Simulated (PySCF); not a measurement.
EPR parameters of C5H7FNO

C5H7FNO (doublet state).
Geometry (GFN2-xTB, Å), atoms numbered from 1 in this order:
```
atom  x, y, z in Å
F1     2.1387   -1.3900    0.4420
C2     2.1932   -0.3160   -0.4246
O3     0.9772   -0.0347   -0.9649
C4     0.0123    0.5080   -0.0642
C5    -1.1278    1.1268   -0.8365
N6    -2.3036    0.6524   -0.4935
C7    -2.1575   -0.2720    0.4292
C8    -0.7296   -0.5395    0.7903
H9     2.6110    0.5153    0.1701
H10    2.8644   -0.6055   -1.2403
H11    0.5120    1.2652    0.5641
H12   -1.0099    1.8683   -1.6017
H13   -3.0039   -0.7811    0.8501
H14   -0.4359   -1.5508    0.4974
H15   -0.5450   -0.4384    1.8606
```

The hyperfine couplings belong to this conformer and change with its torsions.

The species is `FCO[C@H]1C=N[CH]C1` [radical].

Computed, not measured: UKS B3LYP, pcH-1 on C F H N O, non-relativistic, mean-field spin-orbit, GIAO in PySCF 2.14.0. Geometry: GFN2-xTB, one conformer, isolated molecule. The geometry wasn't refined by DFT: couplings that depend on bond lengths, twists or pyramidal angles can differ widely from those at the functional's own minimum. Stability of the SCF solution: not tested.

```json
{
  "g1, g2, g3": "2.00204, 2.00231, 2.00248",
  "g_iso": "2.00228",
  "Form of g": "rhombic: the two nearest values differ by 39 % of g3 − g1",
  "⟨S²⟩": "0.7722 (exact 0.7500)",
  "Total energy": "-424.51256 Eh",
  "Basis functions": "270"
}
```

Hyperfine couplings atom by atom, in MHz; T1 to T3 are the principal values of the dipolar part:

```
atom  isotope  a_iso     T1     T2     T3  Mulliken spin population
  F1      19F    2.6   -3.9   -2.9    6.8                      0.00
  C2      13C   -0.1   -0.8   -0.6    1.4                      0.00
  O3      17O  -35.0   -5.1    2.3    2.7                      0.01
  C4      13C  -15.8   -1.6   -0.6    2.2                     -0.04
  C5      13C   62.9  -55.0  -52.2  107.2                      0.65
  N6      14N  -11.2  -13.4    6.3    7.1                     -0.20
  C7      13C   60.5  -53.2  -50.6  103.8                      0.62
  C8      13C  -15.4   -1.2    0.2    1.1                     -0.04
  H9       1H   -0.4   -1.3   -0.7    2.0                      0.00
 H10       1H    0.6   -0.9   -0.6    1.6                      0.00
 H11       1H   55.3   -3.3   -2.5    5.7                      0.02
 H12       1H  -46.0  -26.2   -0.7   26.9                     -0.03
 H13       1H  -44.1  -25.4   -0.7   26.1                     -0.03
 H14       1H   59.3   -3.7   -2.3    6.0                      0.02
 H15       1H   47.5   -4.1   -1.9    6.0                      0.02
```

The Mulliken spin populations are largest on C5 (+0.65), C7 (+0.62) and N6 (-0.20). The angles at C5 add up to 360.0°, so it is planar; its axial dipolar tensor and the negative coupling of its proton fit spin in a p orbital normal to that plane.

Axes: g3 points within 12° of the C4–C5 bond.

Under fast tumbling the dipolar parts average out, and these isotropic splittings remain (the largest six): 1 × 1H (H14, I = 1/2, 2 lines) with 2.12 mT, 1 × 1H (H11, I = 1/2, 2 lines) with 1.97 mT, 1 × 1H (H15, I = 1/2, 2 lines) with 1.70 mT, 1 × 1H (H12, I = 1/2, 2 lines) with 1.64 mT, 1 × 1H (H13, I = 1/2, 2 lines) with 1.58 mT and 1 × 14N (N6, I = 1, 3 lines) with 0.40 mT.

The 13C coupling of C5 (62.9 MHz) shows only in satellite lines or after enrichment, since that isotope makes up about 1.07 % of natural carbon.

The 17O coupling of O3 (-35.0 MHz) shows only in satellite lines or after enrichment, since that isotope makes up about 0.038 % of natural oxygen.

β density exceeds α density at some nuclei, such as N6 (-0.0346), C4 (-0.0141) and C8 (-0.0137), spin density in bohr⁻³. In a single determinant that takes different orbitals for the two spins, that is spin polarisation.
